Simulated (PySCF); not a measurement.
Electron correlation in Li⁺ (lithium, charge +1)

1s2, closed-shell 1S. Calculation: PySCF 2.14, in cc-pVTZ-DK; the spin-free X2C one-electron Hamiltonian (Gaussian nucleus). Frozen: nothing; 2 electrons correlated.

Total MP2 correlation energy: -10.89 mhartree.

Same-spin part 0.00 and opposite-spin part -10.89 mhartree; SCS-MP2 scales them by 1/3 and 6/5 to -13.07 mhartree.

With two correlated electrons CCSD is exact within the correlated space (frozen core and kept virtual orbitals).

```
level  correlation energy (mhartree)
 CCSD                         -12.99
```

Diagnostics: T1 = 0.0017, D1 = 0.0024, largest double amplitude 0.034.

Cost of the coupled-cluster step: 0.06 s of wall time on 1 thread of Neoverse-V1 (shared host), for 2 correlated electrons.
